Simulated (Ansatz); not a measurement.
CH2F2S2Si (`FC1(F)S[SiH2]S1`), 8 atoms. The species carries charge 0 and has multiplicity 1. All runs use 4 threads of an Intel Xeon Platinum 8259CL on a shared host. Correlated methods freeze the cores.

Question: Give the basis size and wall time and peak host memory of each of these runs in Ansatz. RKS BHLYP-D4/def2-TZVPP energy; RHF-CCSD(T)/def2-TZVPP energy; RKS BLYP-D4/def2-TZVPP energy; direct RPA on PBE orbitals/def2-TZVPP energy; RKS B2PLYP (frozen core)/def2-TZVPP energy; RKS PBE0-D4/def2-SVP energy; RKS ωB97M-V/def2-SVP energy; RHF-CCSD(T)/def2-SVP energy; RHF-MP2/def2-QZVPP energy; RKS ωB97M-V/def2-QZVPP energy; RKS PBE0-D4/def2-QZVPP energy; RKS PBE0-D4/def2-TZVP relaxation (6 steps). (Estimate.)

Answer: Ansatz gave: Other jobs shared the machine, so times are rough.

```
                                level                   job  functions  wall time  peak host memory (GiB)
                 RKS PBE0-D4/def2-SVP                energy        106      1.4 s                    0.24
               RKS BLYP-D4/def2-TZVPP                energy        247      2.6 s                    0.39
                 RHF-CCSD(T)/def2-SVP                energy        106      3.1 s                    0.38
                 RKS ωB97M-V/def2-SVP                energy        106      4.7 s                    0.36
direct RPA on PBE orbitals/def2-TZVPP                energy        247      5.5 s                     0.6
              RKS BHLYP-D4/def2-TZVPP                energy        247        6 s                     0.8
  RKS B2PLYP (frozen core)/def2-TZVPP                energy        247        8 s                    0.71
               RKS PBE0-D4/def2-QZVPP                energy        441       11 s                     1.9
               RKS ωB97M-V/def2-QZVPP                energy        441       21 s                     2.2
                   RHF-MP2/def2-QZVPP                energy        441       22 s                     2.6
               RHF-CCSD(T)/def2-TZVPP                energy        247       43 s                     3.2
                RKS PBE0-D4/def2-TZVP  relaxation (6 steps)        216       48 s                    0.72
```
